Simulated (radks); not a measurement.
Trend from Zr2+ to Cd2+: ionisation energy by Delta-SCF between NIST ground configurations, and size. All-electron calculation, scalar-relativistic Kohn-Sham, PBE, spin-unpolarised, spherical densities, finite nucleus; Fermi nuclear charge, rms radius of each element as measured or else 0.836 A^(1/3) + 0.57 fm. Program: a radial shooting solver on a logarithmic mesh with Libxc functionals.

species  configuration  IE (eV)  NIST (eV)       kind  r at 0.001 e/bohr^3 (bohr)
Zr2+          [Kr] 4d2   22.626     23.170  semi-emp.                        3.65
Nb2+          [Kr] 4d3   24.724     25.040  semi-emp.                        3.65
Mo2+          [Kr] 4d4   26.744       27.1  semi-emp.                        3.61
Tc2+          [Kr] 4d5   28.706     29.550  semi-emp.                        3.55
Ru2+          [Kr] 4d6   30.623     28.470  semi-emp.                        3.49
Rh2+          [Kr] 4d7   32.505     31.060  semi-emp.                        3.43
Pd2+          [Kr] 4d8   34.360     32.930  semi-emp.                        3.36
Ag2+          [Kr] 4d9   36.193       34.8  semi-emp.                        3.30
Cd2+         [Kr] 4d10   38.009      37.47       exp.                        3.24

Reference values: NIST Atomic Spectra Database (exp. = measured, semi-emp. = semi-empirical, theory = theoretical value adopted there). Spin polarisation and multiplet splitting are left out, so open shells lie too high by an amount that depends on their filling.

Beside tabulated values, note that spin-unpolarised runs miss the spin-polarisation part of the exchange energy of open shells.
